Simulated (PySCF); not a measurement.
Molfile (atoms numbered from 1):
```
C6H9NO
     RDKit          3D

 17 16  0  0  0  0  0  0  0  0999 V2000
    3.2836   -0.2803    0.3911 C   0  0  0  0  0  0  0  0  0  0  0  0
    1.9243   -0.0695   -0.0547 C   0  0  0  0  0  0  0  0  0  0  0  0
    0.8080    0.1026   -0.4564 C   0  0  0  0  0  0  0  0  0  0  0  0
   -0.5738    0.2922   -0.8630 C   0  0  0  0  0  0  0  0  0  0  0  0
   -1.4921   -0.0050    0.2244 N   0  0  0  0  0  0  0  0  0  0  0  0
   -1.4198    0.8454    1.3818 C   0  0  0  0  0  0  0  0  0  0  0  0
   -2.3261   -1.0510    0.1257 C   0  0  0  0  0  0  0  0  0  0  0  0
   -2.4205   -1.7862   -0.8284 O   0  0  0  0  0  0  0  0  0  0  0  0
    3.5320   -1.3398    0.3383 H   0  0  0  0  0  0  0  0  0  0  0  0
    3.3972    0.0589    1.4207 H   0  0  0  0  0  0  0  0  0  0  0  0
    3.9720    0.2771   -0.2431 H   0  0  0  0  0  0  0  0  0  0  0  0
   -0.7248    1.3272   -1.1962 H   0  0  0  0  0  0  0  0  0  0  0  0
   -0.8188   -0.3935   -1.6803 H   0  0  0  0  0  0  0  0  0  0  0  0
   -1.7076    1.8685    1.1216 H   0  0  0  0  0  0  0  0  0  0  0  0
   -0.3990    0.8612    1.7717 H   0  0  0  0  0  0  0  0  0  0  0  0
   -2.0921    0.4763    2.1539 H   0  0  0  0  0  0  0  0  0  0  0  0
   -2.9495   -1.1719    1.0322 H   0  0  0  0  0  0  0  0  0  0  0  0
  1  2  1  0
  2  3  3  0
  3  4  1  0
  4  5  1  0
  5  6  1  0
  5  7  1  0
  7  8  2  0
  1  9  1  0
  1 10  1  0
  1 11  1  0
  4 12  1  0
  4 13  1  0
  6 14  1  0
  6 15  1  0
  6 16  1  0
  7 17  1  0
M  END
```

Geometry: GFN2-xTB; GIAO shifts from PySCF 2.14, gas phase, non-relativistic, averaged over equivalent atoms.

At B97-D/6-31++G** (198 basis functions, 43 s wall time on 1 thread of an Arm Neoverse V1, shared host):
```tsv
atoms	δ (ppm)
C7	142.7
C2	74.1
C3	68.9
C4	34.9
C6	33.6
C1	6.0
N5	124.2
O8	340.3
H17	8.20
H12/H13	4.55
H14/H15/H16	3.08
H9/H10/H11	2.01
```

Scale: ¹³C (σref 194.05), ¹H (σref 32.00) vs TMS; ¹⁵N (σref 269.39) against NH3; ¹⁷O (σref 334.93) against H2O (reference shieldings calculated alike).

Q: Predict the values at PW91/6-311G** on the same geometry.

A: 
| atoms | δ at PW91/6-311G** | change |
| --- | --- | --- |
| C7 | 154.1 | +11.4 |
| C2 | 83.3 | +9.2 |
| C3 | 78.6 | +9.7 |
| C4 | 35.6 | +0.7 |
| C6 | 34.1 | +0.5 |
| C1 | 4.2 | -1.8 |
| N5 | 145.3 | +21.1 |
| O8 | 415.4 | +75.1 |
| H17 | 8.22 | +0.02 |
| H12/H13 | 4.45 | -0.10 |
| H14/H15/H16 | 3.00 | -0.08 |
| H9/H10/H11 | 1.96 | -0.05 |

Shifts are taken against calculated references (same method and geometry level): TMS for ¹³C (σref 185.59), ¹H (σref 32.05); ¹⁵N (σref 274.64) vs NH3; ¹⁷O (σref 343.74) vs H2O.

The largest change is at O8 (amide-type carbonyl oxygen). Cost: 198 basis functions, 44 s wall time on 1 thread of an Arm Neoverse V1, shared host. The order of the carbon signals is the same at both levels.

Unscaled 17O shifts of doubly bonded oxygen tend to come out too high, by tens of ppm or more. Experimental scales use liquid or dissolved standards, which lie at an offset from isolated NH3 (liquid NH3: subtract about 20 ppm) and H2O (liquid H2O: subtract about 36 ppm).
